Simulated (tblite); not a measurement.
A geometry optimisation, step by step.

C₆H₇N₂ (doublet state).
Atom-mapped SMILES: `[H]/[N:4]=[C:3]/[C:2](=[CH2:1])[CH2:5][CH2:6][C:7]#[N:8]` (hydrogens: H9, H10 on C1; H11 on N4; H12, H13 on C5; H14, H15 on C6)
Bond orders are those of one Lewis drawing.

Computed with GFN2-xTB (tblite), gas phase: L-BFGS steps from a force-field or distance-geometry start until the largest atomic force falls under 0.01 eV/Å. 10 of its 144 geometries are shown.

Step 0: E = -600.1298 eV, largest atomic force 5.302 eV/Å
```
atom  x, y, z in Å  |  force x, y, z in eV/Å
C1     -1.368   -0.569    1.015   -0.741  -0.335   1.280
C2     -0.861   -0.185   -0.144    1.489  -0.313  -0.276
C3     -1.548    0.544   -1.164   -5.021   1.152   1.256
N4     -2.784    0.911   -1.041    3.351  -1.127  -0.072
C5      0.565   -0.548   -0.398    0.168  -1.302   0.299
C6      1.450    0.629   -0.637    1.765   0.938  -0.797
C7      2.823    0.147   -0.892    2.669  -0.699  -0.448
N8      3.918   -0.226   -1.099   -3.597   1.167   0.681
H9     -0.758   -1.129    1.741   -0.422   0.383  -0.481
H10    -2.392   -0.373    1.336    0.354  -0.067  -0.161
H11    -3.291    0.652   -0.159    0.269   0.464  -1.149
H12     0.947   -1.104    0.482   -0.084   0.143  -0.390
H13     0.629   -1.230   -1.254   -0.072   0.051  -0.036
H14     1.165    1.196   -1.565    0.019  -0.266   0.873
H15     1.501    1.294    0.252   -0.148  -0.190  -0.581
```

Step 16: E = -600.8028 eV, largest atomic force 0.179 eV/Å
```
atom  x, y, z in Å  |  force x, y, z in eV/Å
C1     -1.341   -0.615    1.110   -0.049   0.012   0.126
C2     -0.790   -0.260   -0.049   -0.125  -0.006   0.058
C3     -1.609    0.505   -0.970    0.002   0.159  -0.083
N4     -2.746    0.941   -1.066    0.144   0.005   0.006
C5      0.624   -0.599   -0.411   -0.088  -0.137  -0.002
C6      1.494    0.636   -0.671    0.007  -0.012  -0.007
C7      2.839    0.193   -0.918    0.119   0.093  -0.004
N8      3.904   -0.187   -1.087    0.044  -0.020  -0.036
H9     -0.817   -1.163    1.873    0.129  -0.030   0.036
H10    -2.363   -0.362    1.331   -0.080  -0.012   0.069
H11    -3.539    0.837   -0.423    0.074  -0.063  -0.110
H12     1.072   -1.179    0.396   -0.008  -0.061   0.080
H13     0.632   -1.219   -1.307   -0.060  -0.068  -0.132
H14     1.132    1.188   -1.540   -0.061   0.071   0.001
H15     1.503    1.291    0.203   -0.048   0.071  -0.003
```

Step 32: E = -601.3567 eV, largest atomic force 0.355 eV/Å
```
atom  x, y, z in Å  |  force x, y, z in eV/Å
C1     -1.244   -0.674    1.358    0.007   0.082   0.046
C2     -0.793   -0.267    0.117   -0.184  -0.147  -0.058
C3     -1.631    0.555   -0.558    0.102  -0.247   0.015
N4     -2.518    1.244   -1.019    0.304  -0.095   0.101
C5      0.547   -0.685   -0.444   -0.161  -0.019   0.025
C6      1.391    0.571   -0.678    0.035   0.000  -0.010
C7      2.764    0.265   -0.950    0.134   0.020  -0.039
N8      3.864    0.042   -1.163    0.148  -0.102  -0.030
H9     -0.623   -1.190    2.066   -0.001  -0.054  -0.129
H10    -2.244   -0.404    1.647    0.083  -0.023   0.209
H11    -3.335    0.817   -1.440   -0.235   0.104  -0.245
H12     1.043   -1.368    0.255   -0.104   0.173  -0.018
H13     0.422   -1.220   -1.394   -0.050   0.055   0.107
H14     0.993    1.119   -1.535   -0.053   0.162   0.044
H15     1.360    1.203    0.213   -0.027   0.092  -0.017
```

Step 48: E = -601.5027 eV, largest atomic force 0.108 eV/Å
```
atom  x, y, z in Å  |  force x, y, z in eV/Å
C1     -1.171   -0.692    1.474    0.058  -0.025  -0.065
C2     -0.865   -0.303    0.187    0.023   0.060   0.026
C3     -1.749    0.366   -0.581    0.044   0.023  -0.057
N4     -2.399    1.219   -1.151   -0.025  -0.082  -0.032
C5      0.478   -0.656   -0.426   -0.035  -0.005   0.006
C6      1.333    0.605   -0.657   -0.015  -0.058  -0.016
C7      2.701    0.269   -0.963   -0.027   0.030  -0.028
N8      3.790    0.016   -1.203   -0.019  -0.051   0.004
H9     -0.470   -1.287    2.025   -0.011   0.014   0.100
H10    -2.104   -0.430    1.937    0.027  -0.025  -0.027
H11    -3.157    0.997   -1.794    0.068   0.038   0.043
H12     0.999   -1.336    0.252   -0.007   0.048   0.027
H13     0.337   -1.183   -1.374    0.018   0.058  -0.013
H14     0.928    1.185   -1.493   -0.022   0.038   0.077
H15     1.342    1.236    0.240   -0.076  -0.064  -0.043
```

Step 64: E = -601.5136 eV, largest atomic force 0.045 eV/Å
```
atom  x, y, z in Å  |  force x, y, z in eV/Å
C1     -1.152   -0.696    1.489    0.006  -0.008  -0.001
C2     -0.864   -0.313    0.200   -0.006   0.006  -0.002
C3     -1.740    0.343   -0.588    0.008  -0.012   0.007
N4     -2.342    1.210   -1.188   -0.029  -0.012  -0.032
C5      0.472   -0.656   -0.429   -0.008   0.004   0.008
C6      1.304    0.618   -0.647    0.012   0.005   0.003
C7      2.661    0.276   -0.981    0.008   0.012  -0.005
N8      3.735   -0.027   -1.227    0.023  -0.001  -0.030
H9     -0.435   -1.251    2.062    0.008  -0.007   0.018
H10    -2.089   -0.453    1.952   -0.018   0.012  -0.009
H11    -3.089    1.010   -1.849    0.016   0.012   0.013
H12     1.011   -1.328    0.241   -0.024  -0.014   0.004
H13     0.330   -1.169   -1.384    0.008   0.010   0.005
H14     0.877    1.228   -1.448   -0.011  -0.002   0.002
H15     1.315    1.217    0.269    0.007  -0.005   0.017
```

Step 79: E = -601.5193 eV, largest atomic force 0.084 eV/Å
```
atom  x, y, z in Å  |  force x, y, z in eV/Å
C1     -1.167   -0.672    1.506   -0.026  -0.037  -0.014
C2     -0.869   -0.316    0.212    0.026  -0.007  -0.012
C3     -1.742    0.307   -0.607   -0.004   0.001   0.001
N4     -2.314    1.177   -1.234    0.050   0.046   0.025
C5      0.471   -0.661   -0.407    0.041   0.013  -0.010
C6      1.320    0.610   -0.591   -0.009   0.008   0.010
C7      2.650    0.286   -1.038   -0.049   0.011  -0.002
N8      3.699    0.013   -1.400    0.014  -0.015   0.006
H9     -0.451   -1.195    2.110    0.001  -0.001  -0.018
H10    -2.125   -0.451    1.937    0.011   0.034   0.019
H11    -3.043    0.992   -1.913   -0.063  -0.042  -0.037
H12     0.992   -1.362    0.248   -0.002   0.022   0.013
H13     0.333   -1.143   -1.378   -0.002  -0.005   0.001
H14     0.855    1.270   -1.328   -0.017  -0.001   0.005
H15     1.388    1.154    0.356    0.030  -0.027   0.013
```

Step 95: E = -601.5246 eV, largest atomic force 0.026 eV/Å
```
atom  x, y, z in Å  |  force x, y, z in eV/Å
C1     -1.190   -0.652    1.498    0.004   0.005  -0.003
C2     -0.870   -0.313    0.203   -0.003  -0.012   0.019
C3     -1.730    0.303   -0.633   -0.019   0.004  -0.018
N4     -2.307    1.149   -1.288    0.005   0.013   0.014
C5      0.482   -0.665   -0.385    0.012   0.008   0.003
C6      1.339    0.604   -0.529    0.003   0.009   0.004
C7      2.623    0.298   -1.105    0.017   0.001   0.003
N8      3.639    0.037   -1.560   -0.016  -0.007  -0.002
H9     -0.483   -1.171    2.116   -0.011   0.002  -0.012
H10    -2.145   -0.402    1.921    0.014   0.002  -0.004
H11    -3.037    0.935   -1.961    0.003  -0.021  -0.003
H12     0.981   -1.373    0.278    0.010  -0.007   0.000
H13     0.367   -1.136   -1.364   -0.014   0.012  -0.001
H14     0.829    1.329   -1.170    0.007  -0.003  -0.002
H15     1.498    1.064    0.451   -0.011  -0.006   0.003
```

Step 111: E = -601.5253 eV, largest atomic force 0.019 eV/Å
```
atom  x, y, z in Å  |  force x, y, z in eV/Å
C1     -1.188   -0.647    1.501   -0.001   0.005   0.002
C2     -0.872   -0.309    0.206    0.004   0.004  -0.001
C3     -1.731    0.306   -0.632    0.011  -0.011   0.003
N4     -2.312    1.139   -1.298   -0.009   0.005  -0.002
C5      0.480   -0.658   -0.387    0.003   0.003   0.000
C6      1.345    0.608   -0.517   -0.008   0.006  -0.006
C7      2.621    0.296   -1.104   -0.007   0.001   0.018
N8      3.627    0.025   -1.576    0.009  -0.004  -0.002
H9     -0.486   -1.176    2.116    0.004   0.008  -0.008
H10    -2.140   -0.390    1.927   -0.002  -0.003   0.002
H11    -3.032    0.905   -1.975   -0.006   0.001  -0.003
H12     0.977   -1.377    0.265    0.003  -0.005   0.003
H13     0.359   -1.115   -1.372   -0.001   0.007  -0.004
H14     0.840    1.343   -1.150   -0.004  -0.002   0.007
H15     1.507    1.056    0.469    0.005  -0.014  -0.011
```

Step 127: E = -601.5263 eV, largest atomic force 0.033 eV/Å
```
atom  x, y, z in Å  |  force x, y, z in eV/Å
C1     -1.173   -0.622    1.494   -0.002   0.003   0.002
C2     -0.874   -0.296    0.191   -0.007   0.001  -0.001
C3     -1.752    0.297   -0.643   -0.013   0.019  -0.011
N4     -2.365    1.110   -1.306    0.014  -0.030   0.004
C5      0.474   -0.642   -0.409   -0.007  -0.010   0.002
C6      1.364    0.609   -0.494    0.008  -0.010  -0.004
C7      2.637    0.279   -1.081    0.011   0.000  -0.012
N8      3.637   -0.012   -1.552   -0.009   0.011   0.010
H9     -0.455   -1.128    2.109    0.006  -0.004  -0.004
H10    -2.127   -0.381    1.924   -0.001   0.014   0.005
H11    -3.091    0.853   -1.968    0.005   0.006   0.009
H12     0.958   -1.392    0.219    0.001  -0.004  -0.006
H13     0.348   -1.063   -1.410    0.009   0.009   0.001
H14     0.880    1.375   -1.106   -0.004   0.001  -0.008
H15     1.533    1.022    0.504   -0.009  -0.005   0.012
```

Step 143: E = -601.5291 eV, largest atomic force 0.008 eV/Å
```
atom  x, y, z in Å  |  force x, y, z in eV/Å
C1     -1.107   -0.519    1.483    0.004  -0.007   0.001
C2     -0.886   -0.274    0.146   -0.001  -0.003   0.002
C3     -1.810    0.261   -0.675    0.001   0.005  -0.005
N4     -2.471    1.016   -1.359   -0.002   0.000   0.003
C5      0.441   -0.630   -0.494    0.000  -0.002   0.000
C6      1.396    0.573   -0.413    0.005  -0.003  -0.001
C7      2.671    0.252   -0.999    0.001  -0.002   0.001
N8      3.676   -0.027   -1.468   -0.005   0.003   0.001
H9     -0.352   -0.991    2.081    0.000   0.004   0.001
H10    -2.033   -0.252    1.955   -0.004   0.002   0.002
H11    -3.223    0.704   -1.966    0.001  -0.001  -0.002
H12     0.877   -1.480    0.033   -0.001   0.002  -0.003
H13     0.300   -0.909   -1.541    0.001   0.000   0.001
H14     0.968    1.428   -0.944   -0.001   0.003  -0.004
H15     1.550    0.857    0.632    0.002  -0.001   0.004
```

Problem. Summarise the path.

Solution. The energy falls by 1.3994 eV from step 0 to step 143; nine tenths of that is first reached at step 35. It rises by more than 0.2 meV at steps 1, 3 and 138. The largest force goes from 5.302 to 0.008 eV/Å. Among the bonds C2–C3 changes most (a near tie, within 0.001 Å, with another), from 1.429 to 1.347 Å; the atoms move by 0.677 Å rms after alignment.

What follows is the cost of the whole relaxation. The run took 1.3 s of wall time on one thread of an Intel Xeon Platinum 8259CL at 2.50 GHz, shared host with 96 logical CPUs at a one-minute load of 23.
